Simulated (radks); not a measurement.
Trend from Mg to Ar: ionisation energy by Delta-SCF between NIST ground configurations, and size. Method: scalar-relativistic Kohn-Sham, PBEsol, spin-polarised, spherical densities, finite nucleus; open shells are filled with parallel spins first; Fermi nuclear charge, rms radius of each element as measured or else 0.836 A^(1/3) + 0.57 fm; computed with a radial shooting solver on a logarithmic mesh with Libxc functionals.

| species | configuration | IE (eV) | NIST (eV) | kind | -e(HOMO) (eV) | outermost | <r> outermost (bohr) |
|---|---|---|---|---|---|---|---|
| Mg | [Ne] 3s2 | 7.538 | 7.646 | exp. | 4.679 (3s) | 3s | 3.15 |
| Al | [Ne] 3s2 3p1 | 5.927 | 5.986 | exp. | 2.984 (3p) | 3p | 3.39 |
| Si | [Ne] 3s2 3p2 | 8.227 | 8.152 | exp. | 4.586 (3p) | 3p | 2.74 |
| P | [Ne] 3s2 3p3 | 10.492 | 10.487 | exp. | 6.242 (3p) | 3p | 2.33 |
| S | [Ne] 3s2 3p4 | 10.214 | 10.360 | exp. | 5.965 (3p) | 3p | 2.12 |
| Cl | [Ne] 3s2 3p5 | 13.023 | 12.968 | exp. | 8.095 (3p) | 3p | 1.86 |
| Ar | [Ar] | 15.756 | 15.760 | exp. | 10.233 (3p) | 3p | 1.66 |

Reference values: NIST Atomic Spectra Database (exp. = measured, semi-emp. = semi-empirical, theory = theoretical value adopted there). Open shells are spherical and high-spin; term and fine-structure splittings are not resolved.
